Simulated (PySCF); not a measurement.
Working out the ionisation energy of Ge⁺

Ge⁺ [Ar] 3d10 4s2 4p1 (2P) → Ge²⁺ [Ar] 3d10 4s2 (1S). All numbers are calculated (PySCF 2.14, the spin-free X2C one-electron Hamiltonian (Gaussian nucleus), in aug-cc-pVTZ-DK (7s6p4d2f, 59 functions)). Frozen: [Ar] 3d10. Energies in hartree (1 hartree = 27.21139 eV):

| part | Ge⁺ (lower) | Ge²⁺ (upper) |
| --- | --- | --- |
| UHF | -2096.779630 | -2096.219262 |
| CCSD correlation | -0.050838 | -0.039424 |
| (T) | -0.000781 | 0.000000 |

Problem. What does Hartree-Fock give?

Solution. (-2096.219262) − (-2096.779630) = 0.560368 hartree = 15.248 eV.

Problem. What do CCSD and CCSD(T) give?

Solution. The CCSD correlation energies differ by 0.011414 hartree = 0.311 eV and the triples by 0.000781 hartree = 0.021 eV, so CCSD gives 15.559 eV and CCSD(T) 15.580 eV.

Measured between the centres of the two terms (NIST): 15.789 eV, so CCSD(T) (valence) is off by -0.209 eV.

What remains against the reference includes basis incompleteness, the frozen core and higher excitations.
